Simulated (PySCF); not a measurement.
carbon tetrabromide (CBr4), singlet, geometry from GFN2-xTB. Base run: PySCF with DF-TPSS/3-21G.

PySCF was given this input:
```python
from pyscf import gto, scf, dft

mol = gto.M(
    atom='''
Br    1.88985705   -0.40657397   -0.16942869
C    -0.00000000    0.00000000    0.00000000
Br   -0.29724605    1.87434458   -0.40502511
Br   -0.58108731   -0.36980271    1.81415315
Br   -1.01152370   -1.09796790   -1.23969935
''',
    basis='3-21g',
    verbose=4,
)

mf = dft.RKS(mol)
mf.xc = 'tpss'
mf = mf.density_fit(auxbasis='def2-universal-jkfit')
mf.kernel()
mf.analyze()
```

Each row names what was changed in the base input (with any setting that the change needs).

| change | basis functions | E (Eh) | HOMO (eV) | HOMO-LUMO gap (eV) | core-seconds (rough) |
|---|---|---|---|---|---|
| base | 97 | -10284.45234 | -6.74 | 3.53 | 10 |
| basis = pcseg-0 | 97 | -10321.80644 | -7.16 | 3.66 | 20 |
| basis = 6-31G | 117 | -10332.78211 | -7.18 | 3.55 | 30 |
| basis = pcseg-1 | 122 | -10333.13531 | -7.13 | 3.55 | 30 |
| basis = pc-1 | 122 | -10333.96254 | -7.10 | 3.55 | 30 |
| basis = def2-SV(P) | 142 | -10333.07496 | -6.96 | 3.70 | 30 |
| basis = 6-31G* | 142 | -10333.10364 | -7.09 | 3.52 | 30 |
| basis = 6-31G** | 142 | -10333.10364 | -7.09 | 3.52 | 30 |
| basis = def2-SVP | 142 | -10333.07496 | -6.96 | 3.70 | 30 |
| basis = aug-pcseg-1 | 167 | -10333.14784 | -7.20 | 3.49 | 60 |
| basis = def2-SVPD | 184 | -10333.08995 | -7.15 | 3.61 | 30 |
| basis = cc-pVTZ | 202 | -10334.53583 | -7.11 | 3.59 | 70 |
| basis = pcseg-2 | 202 | -10334.52490 | -7.12 | 3.62 | 60 |

Totals compare only among sets that treat the same electrons; sets with core potentials leave the core out.
